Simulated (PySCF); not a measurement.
BiH₂F, SMILES [F][BiH2]. Atoms are numbered in the order given.

```xyz
4

Bi    -0.1920     0.0321     0.0000
H     -0.3448    -1.2389    -1.2740
H     -0.3448    -1.2389     1.2740
F      1.8475    -0.0206     0.0000
```

Geometry: B3LYP-D3(BJ)/def2-TZVP. The def2 effective core potentials stand for the cores of Bi; spin–orbit coupling is left out.

Method: B3LYP-D3(BJ)/def2-TZVP in PySCF.

Frequencies are harmonic and unscaled.

| mode | ν (cm⁻¹) | IR (km/mol) | moving atoms (share of kinetic energy) |
|---|---|---|---|
| 1 | 538 | 81.8 | F 91 %, Bi 8 % |
| 2 | 570 | 0.4 | H 96 % |
| 3 | 592 | 26.0 | H 95 % |
| 4 | 773 | 25.6 | H 99 % |
| 5 | 1779 | 246.9 | H 99 % |
| 6 | 1784 | 268.7 | H 99 % |
